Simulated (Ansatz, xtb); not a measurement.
**Two isomers of C3H12BPSi**

Structure I: `CCCBP[SiH3]`, a singlet. Structure II: `CC(C)BP[SiH3]`, a singlet. Both are isolated molecules in the gas phase, relaxed with r2SCAN-D4/def2-SVP; each stands in its lowest conformer found.

Quicker runs give these differences E(II) − E(I): GFN2-xTB +3.49 kJ/mol; HF/STO-3G +12.18 kJ/mol (at GFN2-xTB geometries); r2SCAN-D4/def2-SVP//GFN2-xTB +6.32 kJ/mol.

**Question.** Estimate E(II) − E(I) at the level CCSD(T)/def2-SVP + ΔMP2/def2-TZVPP.

**Answer.** Calculated at CCSD(T)/def2-SVP + ΔMP2/def2-TZVPP: E(II) − E(I) = +4.61 kJ/mol, so structure I lies lower.

How the difference moves with the method:

| level | geometry | E(II) − E(I) (kJ/mol) | departure from the last row (kJ/mol) | job, with rough time for the two |
| --- | --- | --- | --- | --- |
| GFN2-xTB | GFN2-xTB | +3.49 | −1.13 | optimisation, 0.4 s |
| HF/STO-3G | GFN2-xTB | +12.18 | +7.57 | single point, 0.4 s |
| r2SCAN-D4/def2-SVP//GFN2-xTB | GFN2-xTB | +6.32 | +1.70 | single point, 4.4 s |
| r2SCAN-D4/def2-SVP | r2SCAN-D4/def2-SVP | +4.96 | +0.35 | optimisation, 74 s |
| HF/def2-SVP | r2SCAN-D4/def2-SVP | +9.58 | +4.97 | part of the CCSD(T) run |
| MP2/def2-SVP | r2SCAN-D4/def2-SVP | +4.33 | −0.29 | part of the CCSD(T) run |
| CCSD(T)/def2-SVP | r2SCAN-D4/def2-SVP | +4.77 | +0.16 | single point |
| CCSD(T)/def2-SVP + ΔMP2/def2-TZVPP | r2SCAN-D4/def2-SVP | +4.61 |  | single point, 75 s |

As drawn, both hold the same kinds of bond in the same numbers. Structure I has 1 methyl group, II 2.

None of the levels shown reverses the order. The largest departure from CCSD(T)/def2-SVP + ΔMP2/def2-TZVPP is that of HF/STO-3G, 7.57 kJ/mol. The last row adds to CCSD(T) the change of the MP2 difference between the two basis sets, here −0.16 kJ/mol.

With thermal terms from frequencies at re-optimised GFN2-xTB minima (ideal gas, soft modes damped towards free rotors, one conformer each, 298.15 K, 1 atm): the zero-point term adds −0.13 kJ/mol; ΔH is +4.30 and ΔG +6.11 kJ/mol.

The correlated steps freeze 14 core orbitals. Run with Ansatz 0.2.0, xtb 6.7.1; the last row on 4 threads of Arm Neoverse V1 on a shared host.
